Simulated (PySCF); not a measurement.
Input for PySCF: R-BP86/LANL2DZ on BrGeH3 (SMILES [GeH3][Br]), a point of a bond scan (R = 1.226 Å).

```python
from pyscf import gto, scf, dft, mp
from pyscf.data.elements import chemcore

mol = gto.M(
    atom='''
    Ge   -1.14560058    0.04679150    0.00463248
    Br    1.18424243   -0.04836981   -0.00478874
    H    -1.46107011    1.19641569   -0.28235053
    H    -1.60695799   -0.33231658    1.41625220
    H    -1.64237120   -0.95588990   -1.04278950
    ''',
    basis='lanl2dz',
    ecp={'Br': 'lanl2dz', 'Ge': 'lanl2dz'},
    charge=0, spin=0, verbose=3, max_memory=1800)
mf = dft.RKS(mol, xc='b88,p86')
mf.conv_tol = 1e-8
mf.max_cycle = 100
mf.kernel()
if not mf.converged:
    mf = mf.newton().run(mf.mo_coeff, mf.mo_occ)
```

It printed:

```
converged SCF energy = -18.7467757709467
```

The run converged.

Cost: around 2.1 core-seconds (rough).
